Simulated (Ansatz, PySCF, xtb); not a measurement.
Potential energy curve for NBe (cation, charge +1), lowest singlet found (which spin is the ground state isn't settled by this scan).

Levels: RKS-B3LYP/6-31G* = restricted B3LYP/6-31G*, spherical d (PySCF 2.14.0); GFN1-xTB (xtb); RHF/3-21G = PySCF 2.14.0 with restricted Hartree-Fock/3-21G; FCI = full CI/aug-cc-pVDZ, frozen core (Ansatz, an electronic-structure program).

Energies relative to the lowest point of each curve between 1.31 and 1.89 Å, where full CI is lowest, in kcal/mol; the last columns give the difference from FCI:

| R / Å | RKS-B3LYP/6-31G* | GFN1-xTB | RHF/3-21G | FCI | RKS-B3LYP/6-31G* − FCI | GFN1-xTB − FCI | RHF/3-21G − FCI |
|---|---|---|---|---|---|---|---|
| 1.31 | 27.1 | 4.4 | 35.0 | 31.9 | -4.8 | -27.4 | 3.2 |
| 1.38 | 12.4 | 0.0 | 17.1 | 16.0 | -3.6 | -16.0 | 1.1 |
| 1.45 | 4.1 | 0.3 | 6.5 | 6.5 | -2.4 | -6.1 | 0.0 |
| 1.51 | 0.8 | 0.5 | 1.7 | 2.0 | -1.3 | -1.5 | -0.3 |
| 1.58 | 0.0 | 1.1 | 0.0 | 0.0 | 0.0 | 1.1 | 0.0 |
| 1.63 | 1.0 | 2.5 | 0.6 | 0.1 | 0.9 | 2.5 | 0.5 |
| 1.69 | 3.4 | 4.9 | 2.8 | 1.4 | 2.0 | 3.5 | 1.5 |
| 1.75 | 6.8 | 7.7 | 6.2 | 3.6 | 3.2 | 4.1 | 2.6 |
| 1.82 | 11.5 | 11.2 | 11.0 | 7.1 | 4.5 | 4.2 | 4.0 |
| 1.89 | 16.8 | 14.9 | 16.4 | 11.0 | 5.8 | 3.9 | 5.4 |
| 1.98 | 24.0 | 19.6 | 23.6 | 16.4 | 7.5 | 3.2 | 7.2 |
| 2.09 | 32.7 | 25.1 | 32.3 | 23.0 | 9.6 | 2.1 | 9.2 |
| 2.27 | 46.1 | 33.2 | 45.6 | 33.0 | 13.1 | 0.2 | 12.6 |
| 2.44 | 57.1 | 39.6 | 57.1 | 40.9 | 16.3 | -1.3 | 16.2 |
| 2.66 | 69.1 | 46.2 | 70.2 | 48.7 | 20.3 | -2.6 | 21.5 |
| 2.93 | 80.6 | 52.4 | 83.9 | 55.3 | 25.3 | -2.9 | 28.6 |
| 3.29 | 91.6 | 58.4 | 98.4 | 60.3 | 31.3 | -1.9 | 38.2 |

RKS-B3LYP/6-31G* is furthest from FCI at 3.29 (31.3 kcal/mol, above); its mean absolute difference over the points is 8.9 kcal/mol.

GFN1-xTB is furthest from FCI at 1.31 (-27.4 kcal/mol, below); its mean absolute difference over the points is 5.0 kcal/mol.

RHF/3-21G is furthest from FCI at 3.29 (38.2 kcal/mol, above); its mean absolute difference over the points is 8.9 kcal/mol.

The scan ran from 1.21 to 5.70 Å; beyond the distances shown full CI changes its symmetry label. The restricted form behind RKS-B3LYP/6-31G*, RHF/3-21G keeps the bonding electrons paired and can't separate into open-shell fragments. Also computed but left out beside FCI, since their determinant holds another spin at the minimum (<S²> over 0.7 above the pure value): UHF, UMP2, UCCSD, UCCSD(T), UKS-PBE0, UKS-BLYP, UKS-PBE, UKS-B3LYP/6-31G*, UKS-BP86/6-31G*, UKS-M06-2X/6-31G*, UHF/3-21G.
